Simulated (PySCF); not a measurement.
C$_{2}$H$_{5}$O$_{2}$, charge +1, singlet, at a GFN2-xTB geometry; BLYP/def2-SVP run with PySCF.

The PySCF input:
```python
from pyscf import gto, scf, dft

mol = gto.M(
    atom='''
C    -0.05075687    0.03312616   -0.00106988
O     0.11377432    1.30478316   -0.05777828
O    -1.23877575   -0.41055690    0.02708311
H    -1.95695509    0.25637179    0.00329567
C     1.04903561   -0.93384435    0.03298616
H     2.03083415   -0.46821058    0.00540150
H     0.96274621   -1.55815232    0.92681972
H     0.94995395   -1.63357894   -0.80169884
H     1.02375979    1.65406907   -0.07975445
''',
    basis='def2-svp',
    charge=1,
    verbose=4,
)

mf = dft.RKS(mol)
mf.xc = 'blyp'
mf.kernel()
mf.analyze()
```

Write the output that PySCF gives for this input, abridged.


```
PySCF version 2.14.0

[INPUT] verbose = 4
[INPUT] num. atoms = 9
[INPUT] num. electrons = 32
[INPUT] charge = 1
[INPUT] spin (= nelec alpha-beta = 2S) = 0
[INPUT] symmetry False subgroup None
[INPUT] Mole.unit = angstrom
[INPUT] Symbol           X                Y                Z      unit          X                Y                Z       unit  Magmom
[...]
nuclear repulsion = 131.027429317806
number of shells = 39
number of NR pGTOs = 131
number of NR cGTOs = 81
basis = def2-svp
ecp = {}

******** <class 'pyscf.dft.rks.RKS'> ********
method = RKS
initial guess = minao
damping factor = 0
level_shift factor = 0
DIIS = <class 'pyscf.scf.diis.CDIIS'>
diis_start_cycle = 1
diis_space = 8
diis_damp = 0
SCF conv_tol = 1e-09
SCF conv_tol_grad = None
SCF max_cycles = 50
direct_scf = True
direct_scf_tol = 1e-13
XC library pyscf.dft.libxc version 7.1.2
    S. Lehtola, C. Steigemann, M. J. T. Oliveira, and M. A. L. Marques,  SoftwareX 7, 1–5 (2018)
XC functionals = blyp
    A. D. Becke,  Phys. Rev. A 38, 3098 (1988)
    C. Lee, W. Yang, and R. G. Parr,  Phys. Rev. B 37, 785 (1988)
    B. Miehlich, A. Savin, H. Stoll, and H. Preuss,  Chem. Phys. Lett. 157, 200 (1989)
radial grids:
    Treutler-Ahlrichs [JCP 102, 346 (1995); DOI:10.1063/1.469408] (M4) radial grids

becke partition: Becke, JCP 88, 2547 (1988); DOI:10.1063/1.454033
pruning grids: <function nwchem_prune>
grids dens level: 3
symmetrized grids: False
atomic radii adjust function: <function treutler_atomic_radii_adjust>
small_rho_cutoff = 0
Set gradient conv threshold to 3.16228e-05
Initial guess from minao.
tot grids = 105440
init E= -229.930541234173
[...]
cycle= 1 E= -229.015727971463  delta_E= 0.915  |g|= 0.895  |ddm|= 3.05
[...]
cycle= 2 E= -228.598467921668  delta_E= 0.417  |g|= 1.74  |ddm|= 1.82
[...]
cycle= 3 E= -229.159410142685  delta_E= -0.561  |g|= 0.174  |ddm|= 1.26
[...]
cycle= 4 E= -229.165690521296  delta_E= -0.00628  |g|= 0.0797  |ddm|= 0.205
[...]
cycle= 5 E= -229.166730206894  delta_E= -0.00104  |g|= 0.0403  |ddm|= 0.0777
[...]
cycle= 6 E= -229.167049735769  delta_E= -0.00032  |g|= 0.00831  |ddm|= 0.0347
[...]
cycle= 7 E= -229.167063610659  delta_E= -1.39e-05  |g|= 0.00177  |ddm|= 0.00713
[...]
cycle= 8 E= -229.167064237236  delta_E= -6.27e-07  |g|= 0.00042  |ddm|= 0.00179
[...]
cycle= 9 E= -229.167064280892  delta_E= -4.37e-08  |g|= 7.9e-05  |ddm|= 0.000474
[...]
cycle= 10 E= -229.16706428242  delta_E= -1.53e-09  |g|= 9.21e-06  |ddm|= 9.86e-05
[...]
cycle= 11 E= -229.167064282441  delta_E= -2.05e-11  |g|= 4.54e-06  |ddm|= 1.44e-05
[...]
Extra cycle  E= -229.167064282435  delta_E= 5.68e-12  |g|= 7.47e-06  |ddm|= 1.01e-05
converged SCF energy = -229.167064282435
**** SCF Summaries ****
Total Energy =                        -229.167064282435263
Nuclear Repulsion Energy =             131.027429317805513
One-electron Energy =                 -563.101912509772887
Two-electron Energy =                  202.907418909532112
Two-electron Coulomb Energy =          232.440132231993630
DFT Exchange-Correlation Energy =      -29.532713322461504
HOMO-LUMO gap [eV] =                     6.938583307080457
**** MO energy ****
[...]
 ** Mulliken pop on meta-lowdin orthogonal AOs  **
 ** Mulliken pop  **
 ** Mulliken atomic charges  **
charge of    0C =      0.57067
charge of    1O =     -0.28048
charge of    2O =     -0.25799
charge of    3H =      0.38407
charge of    4C =     -0.32423
charge of    5H =      0.14858
charge of    6H =      0.18449
charge of    7H =      0.18449
charge of    8H =      0.39040

WARN: System has nonzero charge 1; the dipole moment is origin-dependent.
Location of origin: [0. 0. 0.]

Dipole moment(X, Y, Z, Debye):  0.98063,  1.00702, -0.05120
```
